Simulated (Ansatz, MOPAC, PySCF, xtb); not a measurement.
Noncovalent pair: HI (SMILES I) (first 2 atoms) with H4OSi (SMILES O[SiH3]); geometry from B3LYP-D3(BJ)/def2-TZVP, rigid monomers moved along the line of their centres of mass till H2···O3 is 2.32 Å.
(charge 0, multiplicity 1):
| atom | x (Å) | y (Å) | z (Å) |
|---|---|---|---|
| I | -0.4232 | -1.1697 | -0.6328 |
| H | -0.5765 | -0.9602 | 0.9732 |
| O | -0.6376 | -0.4523 | 3.2325 |
| Si | 0.2148 | 0.8051 | 3.9084 |
| H | -1.2353 | -0.9645 | 3.7831 |
| H | -0.7017 | 1.8226 | 4.4739 |
| H | 1.0024 | 1.3744 | 2.8003 |
| H | 1.1073 | 0.3199 | 4.9870 |

Interaction energies are E(AB) − E(A) − E(B) at the monomers' geometry in the complex; basis-set methods are counterpoise corrected.

Correlated levels freeze the cores. Filled d and f shells under p-block atoms count as core. CBS(a, b) extrapolates the correlation energy as X⁻³ and adds the Hartree–Fock energy of set b. The state reached by PM6 isn't checked.

Codes used: Ansatz (Gaussian orbitals); MOPAC for PM6 (differences of heats of formation); PySCF for the dispersion terms; xtb for the GFN methods. Each number belongs to the level named beside it. In def2 rows elements past Kr take small-core potentials, without spin–orbit coupling.

| level | interaction energy (meV) |
|---|---|
| PM6 | -113.4 |
| GFN2-xTB | -197.5 |
| HF/def2-TZVPPD | -61.1 |
| PBE-D3(BJ)/def2-TZVPPD | -144.8 |
| r2SCAN/def2-TZVPPD | -114.8 |
| r2SCAN-D4/def2-TZVPPD | -128.5 |
| MP2/def2-TZVPPD | -125.4 |
| SCS-MP2/def2-SVPD | ___ |
| MP2/CBS(def2-SVPD, def2-TZVPPD) + ΔCCSD(T)/def2-SVPD | ___ |

Q: What belongs in the gaps?

A: 
- SCS-MP2/def2-SVPD, interaction energy (meV): -105.2
- MP2/CBS(def2-SVPD, def2-TZVPPD) + ΔCCSD(T)/def2-SVPD, interaction energy (meV): -117.5

Ansatz is a first-principles code.
